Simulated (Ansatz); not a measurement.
## Molecular dynamics of Ge2H8

Input file:

```yaml
crystal:
  periodic: [false, false, false]
  atoms:
    - { symbol: Ge, position_ang: [-0.088506, 0.132931, -0.182538] }
    - { symbol: Ge, position_ang: [-0.361958, 0.022933, 2.684089] }
    - { symbol: H, position_ang: [-1.343102, 0.543495, 3.767709] }
    - { symbol: H, position_ang: [0.45299, -1.231626, 3.007814] }
    - { symbol: H, position_ang: [0.597061, 1.240914, 2.426148] }
    - { symbol: H, position_ang: [1.451409, -0.021698, -0.162165] }
    - { symbol: H, position_ang: [-0.388509, 1.620788, -0.485788] }
    - { symbol: H, position_ang: [-0.639775, -0.714474, -1.35956] }
    - { symbol: H, position_ang: [-1.21443, -0.579014, 1.300581] }
    - { symbol: H, position_ang: [-1.768681, -1.014247, 2.13911] }
basis:
  gaussian: { orbitals: def2-SVP }
hamiltonian:
  xc: pbe0
  dispersion: d4
md:
  timestep: 0.5
  n_steps: 200
  ensemble: nve
  temperature: 100.0
  initial_velocities: maxwell_boltzmann
  seed: 5565
```

Run as:

```bash
$ ansatz run input.yaml --threads 2 --pin off --max-ram 3072MiB --backend cpu --events-out ev --progress --plain --runs-dir out
```

It starts at the highest image of a converged band. Of that band: A structure lower than the last end lies on the path between it and the top, so the climb from that side starts below the end, which may itself be a saddle point or a shallow side well. Neighbouring images differ by up to 3.2 eV, so the band resolves the path poorly. A vibrational analysis at the climbing image gives one clearly imaginary mode, 1809i cm⁻¹: a first-order saddle point.

Output, in part (step lines, the closing report, with atoms numbered from 0):

```
md step     0: t =     0.00 fs  T =   100.0 K  F+E_penalty+E_count = -113133.91449111 eV  E_kin = 0.103408 eV  conserved = -113133.81108311 eV  (25 SCF iters)
md step     1: t =     0.50 fs  T =    98.3 K  F+E_penalty+E_count = -113133.91269348 eV  E_kin = 0.101622 eV  conserved = -113133.81107148 eV  (27 SCF iters)
md step     2: t =     1.00 fs  T =    93.1 K  F+E_penalty+E_count = -113133.90731875 eV  E_kin = 0.096292 eV  conserved = -113133.81102683 eV  (26 SCF iters)
md step     3: t =     1.50 fs  T =    85.2 K  F+E_penalty+E_count = -113133.89909179 eV  E_kin = 0.088138 eV  conserved = -113133.81095396 eV  (26 SCF iters)
md step     4: t =     2.00 fs  T =    75.7 K  F+E_penalty+E_count = -113133.88918121 eV  E_kin = 0.078319 eV  conserved = -113133.81086204 eV  (23 SCF iters)
md step     5: t =     2.50 fs  T =    66.0 K  F+E_penalty+E_count = -113133.87905147 eV  E_kin = 0.068288 eV  conserved = -113133.81076353 eV  (24 SCF iters)
md step     6: t =     3.00 fs  T =    57.6 K  F+E_penalty+E_count = -113133.87026379 eV  E_kin = 0.059591 eV  conserved = -113133.81067272 eV  (24 SCF iters)
md step     7: t =     3.50 fs  T =    51.9 K  F+E_penalty+E_count = -113133.86425711 eV  E_kin = 0.053655 eV  conserved = -113133.81060192 eV  (24 SCF iters)
[... lines left out ...]
Total energy: -113136.83727378 eV, -4157.7020829090 hartree
Atom 0 at     0.067007     0.116324    -1.022144 Å, force    -0.152580     0.666393     0.865580 eV/Å
Atom 1 at    -0.531188     0.031106     3.527709 Å, force    -1.210332    -0.254650    -0.086423 eV/Å
Atom 2 at    -0.333388    -0.259114     2.031530 Å, force    -0.342505     0.506517    -0.017219 eV/Å
Atom 3 at    -1.495081    -1.043062     4.084388 Å, force    -0.055494     0.160852    -0.077866 eV/Å
Atom 4 at    -0.925167     1.406675     4.112930 Å, force    -0.105735    -0.049237    -0.546641 eV/Å
Atom 5 at     0.764800    -0.799102     0.012783 Å, force     0.309515     0.137986    -0.420929 eV/Å
Atom 6 at    -1.248345     0.423359    -0.271993 Å, force    -0.111115     0.014659    -0.330441 eV/Å
Atom 7 at     0.733799     1.482175    -1.334409 Å, force     0.163815    -0.244902     0.325939 eV/Å
Atom 8 at    -0.135745    -0.486547    -2.376347 Å, force    -0.199555    -0.577939    -0.545037 eV/Å
Atom 9 at     0.774417    -0.272573     4.085682 Å, force     1.703986    -0.359678     0.833037 eV/Å
Dipole moment:     0.013866     0.018943    -0.068068 e Å
```

The steps, from the saved trajectory:

```json
{"time (fs)": "0", "T (K)": "100", "potential energy less start (eV)": "0.000", "conserved less start (meV/atom)": "0.00"}
{"time (fs)": "3", "T (K)": "58", "potential energy less start (eV)": "0.044", "conserved less start (meV/atom)": "0.04"}
{"time (fs)": "6", "T (K)": "86", "potential energy less start (eV)": "0.015", "conserved less start (meV/atom)": "0.05"}
{"time (fs)": "9", "T (K)": "288", "potential energy less start (eV)": "-0.193", "conserved less start (meV/atom)": "0.12"}
{"time (fs)": "12", "T (K)": "990", "potential energy less start (eV)": "-0.923", "conserved less start (meV/atom)": "-0.22"}
{"time (fs)": "15", "T (K)": "860", "potential energy less start (eV)": "-0.784", "conserved less start (meV/atom)": "0.23"}
{"time (fs)": "18", "T (K)": "1659", "potential energy less start (eV)": "-1.618", "conserved less start (meV/atom)": "-0.60"}
{"time (fs)": "21", "T (K)": "1771", "potential energy less start (eV)": "-1.729", "conserved less start (meV/atom)": "-0.15"}
{"time (fs)": "24", "T (K)": "1593", "potential energy less start (eV)": "-1.543", "conserved less start (meV/atom)": "0.03"}
{"time (fs)": "27", "T (K)": "1951", "potential energy less start (eV)": "-1.915", "conserved less start (meV/atom)": "-0.11"}
{"time (fs)": "30", "T (K)": "2089", "potential energy less start (eV)": "-2.060", "conserved less start (meV/atom)": "-0.32"}
{"time (fs)": "33", "T (K)": "1997", "potential energy less start (eV)": "-1.963", "conserved less start (meV/atom)": "-0.17"}
{"time (fs)": "36", "T (K)": "2255", "potential energy less start (eV)": "-2.230", "conserved less start (meV/atom)": "-0.23"}
{"time (fs)": "39", "T (K)": "2005", "potential energy less start (eV)": "-1.970", "conserved less start (meV/atom)": "-0.01"}
{"time (fs)": "42", "T (K)": "2069", "potential energy less start (eV)": "-2.035", "conserved less start (meV/atom)": "0.07"}
{"time (fs)": "45", "T (K)": "2595", "potential energy less start (eV)": "-2.585", "conserved less start (meV/atom)": "-0.47"}
{"time (fs)": "48", "T (K)": "2211", "potential energy less start (eV)": "-2.181", "conserved less start (meV/atom)": "0.22"}
{"time (fs)": "51", "T (K)": "2554", "potential energy less start (eV)": "-2.540", "conserved less start (meV/atom)": "-0.25"}
{"time (fs)": "54", "T (K)": "2326", "potential energy less start (eV)": "-2.303", "conserved less start (meV/atom)": "-0.10"}
{"time (fs)": "57", "T (K)": "2061", "potential energy less start (eV)": "-2.027", "conserved less start (meV/atom)": "0.10"}
{"time (fs)": "60", "T (K)": "2577", "potential energy less start (eV)": "-2.563", "conserved less start (meV/atom)": "-0.18"}
{"time (fs)": "63", "T (K)": "2660", "potential energy less start (eV)": "-2.649", "conserved less start (meV/atom)": "-0.22"}
{"time (fs)": "66", "T (K)": "2599", "potential energy less start (eV)": "-2.586", "conserved less start (meV/atom)": "-0.23"}
{"time (fs)": "69", "T (K)": "2574", "potential energy less start (eV)": "-2.560", "conserved less start (meV/atom)": "-0.22"}
{"time (fs)": "72", "T (K)": "2017", "potential energy less start (eV)": "-1.981", "conserved less start (meV/atom)": "0.09"}
{"time (fs)": "75", "T (K)": "2162", "potential energy less start (eV)": "-2.132", "conserved less start (meV/atom)": "0.06"}
{"time (fs)": "78", "T (K)": "2763", "potential energy less start (eV)": "-2.758", "conserved less start (meV/atom)": "-0.51"}
{"time (fs)": "81", "T (K)": "2267", "potential energy less start (eV)": "-2.238", "conserved less start (meV/atom)": "0.33"}
{"time (fs)": "84", "T (K)": "2827", "potential energy less start (eV)": "-2.825", "conserved less start (meV/atom)": "-0.47"}
{"time (fs)": "87", "T (K)": "2318", "potential energy less start (eV)": "-2.294", "conserved less start (meV/atom)": "-0.01"}
{"time (fs)": "90", "T (K)": "2007", "potential energy less start (eV)": "-1.971", "conserved less start (meV/atom)": "0.15"}
{"time (fs)": "93", "T (K)": "2693", "potential energy less start (eV)": "-2.684", "conserved less start (meV/atom)": "-0.21"}
{"time (fs)": "96", "T (K)": "2655", "potential energy less start (eV)": "-2.644", "conserved less start (meV/atom)": "-0.25"}
{"time (fs)": "99", "T (K)": "2693", "potential energy less start (eV)": "-2.684", "conserved less start (meV/atom)": "-0.28"}
```

All steps were run. The conserved energy stayed within 0.78 meV per atom of its start (net change -0.54 meV per atom), so the integration is sound. The kinetic energy rose, since the run started high on the potential surface and went downhill. It ends in pieces (GeH4 + GeH4), so much of that is their flight and rotation, not heat. A run of 0.1 ps of so small a system gives no equilibrium averages. The orbitals stay closed-shell, which can raise the energy where a bond breaks towards radicals; this wasn't checked here.

Between its relaxed ends the band would form Ge1–H9, Ge2–H10 and break Ge1–Ge2, H9–H10. These pairs go: Ge1–H9 1.99 → 1.50 Å, Ge2–H10 1.83 → 1.45 Å, Ge1–Ge2 2.88 → 4.59 Å, H9–H10 1.10 → 6.53 Å. In the last frame they stand as after the step (other bonds may differ from the relaxed reactants and products). Also parted: Ge2–H9 1.73 → 5.94 Å. It ends as GeH4 + GeH4. Pairs count as bonded within 1.25 times the sum of covalent radii (0.12 Å more for H–H).

Last frame:

```xyz
10
Properties=species:S:1:pos:R:3
Ge 0.067 0.116 -1.022
Ge -0.531 0.031 3.528
H -0.333 -0.259 2.031
H -1.495 -1.043 4.084
H -0.925 1.407 4.113
H 0.765 -0.799 0.013
H -1.248 0.423 -0.272
H 0.734 1.482 -1.334
H -0.136 -0.486 -2.376
H 0.774 -0.273 4.086
```

The run took 10 min on 2 threads of Arm Neoverse V1 (shared host), peak memory 0.24 GiB.
